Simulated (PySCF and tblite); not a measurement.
Results of a calculation; reference values are marked as such.
System: C₅H₆N₂SSe, numbered as in [CH2:1]=[CH:2][c:3]1[n:4][s:5][c:6]([Se:7][CH3:8])[n:9]1.

Motion: rotation about the C6–Se7 bond (torsion S5–C6–Se7–C8 from 0° to 180°, rising). GFN2-xTB gives an electronic barrier of 5.2 kcal/mol and a reaction energy of -0.1 kcal/mol.

Spin–orbit effects of heavy atoms on shieldings are missing.

Q: What does PBE0/pcSseg-1 + D3(BJ), IEF-PCM chloroform give on GFN2-xTB geometries?

A: A barrier of 3.6 kcal/mol, 1.6 below the tight-binding barrier (from unrounded values), a reaction energy of -0.2 kcal/mol and, with GFN2-xTB thermal terms, ΔG‡(298 K) = 3.8 kcal/mol and k = 2.1×10¹⁰ s⁻¹ (2 equivalent paths).

Programs: tblite and PySCF.
